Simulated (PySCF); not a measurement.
Compound: C₂H₆O₄Si.
Structure used (GFN2-xTB), in Å, numbered top down from 1:
```
atom  x, y, z in Å
C1    -0.8770    1.4076   -0.6847
Si2   -0.2682   -0.3663   -0.4754
O3    -1.1408   -1.3227    0.5020
O4    -0.1607   -1.0428   -1.9312
O5     1.3259   -0.3116    0.1228
C6     1.6171   -0.2087    1.3877
O7     0.8299   -0.1669    2.2915
H8    -0.2597    1.9529   -1.3909
H9    -1.8959    1.4261   -1.0556
H10   -0.8561    1.9450    0.2594
H11   -1.0798   -1.1749    1.4474
H12    0.0509   -1.9685   -2.0337
H13    2.7101   -0.1687    1.5430
```

Level of theory: TDDFT PBE0/def2-SVPD, vertical, gas phase, core orbitals frozen in the response in PySCF 2.14.0, density-fitted response routines.

Transition dipole moments from the ground state, in atomic units and in the frame of the coordinates above (overall signs are arbitrary), for the states with f of 0.002 or more among the lowest 8:

```
state  E (hartree)      μx      μy      μz
   S2       0.2765   0.004  -0.018  -0.170
   S3       0.2850  -0.222   0.015  -0.107
   S4       0.2988   0.280   0.071   0.606
   S5       0.3025  -0.335   0.564  -0.134
   S6       0.3086  -0.145  -0.181  -0.330
   S7       0.3130   0.041   0.023  -0.394
   S8       0.3166   0.401   0.093  -0.021
```

Work out the oscillator strengths.

f = (2/3) ΔE |μ|² with ΔE in hartree (27.2114 eV).

| state | \|μ\|² (au) | \|μ\| (D) | f |
| --- | --- | --- | --- |
| S2 | 0.029 | 0.43 | 0.005 |
| S3 | 0.061 | 0.63 | 0.012 |
| S4 | 0.451 | 1.71 | 0.090 |
| S5 | 0.448 | 1.70 | 0.090 |
| S6 | 0.163 | 1.02 | 0.033 |
| S7 | 0.158 | 1.01 | 0.033 |
| S8 | 0.170 | 1.05 | 0.036 |

Which bond between heavy atoms lies closest to the direction of the S5 transition dipole?

C1–Si2, at 13° from it; next Si2–O5 at 59°.

What angle do the transition dipoles of S5 and S6 make?

|cos θ| = |μa·μb| / (|μa| |μb|) = 0.03, so θ ≈ 88° (taken between 0 and 90°, since the signs are arbitrary).

How is the summed strength of these states shared among x, y and z?

(2/3) Σ ΔE μα² gives 0.086 for x, 0.074 for y and 0.139 for z, 0.299 in all.

One conformer stands for the species.
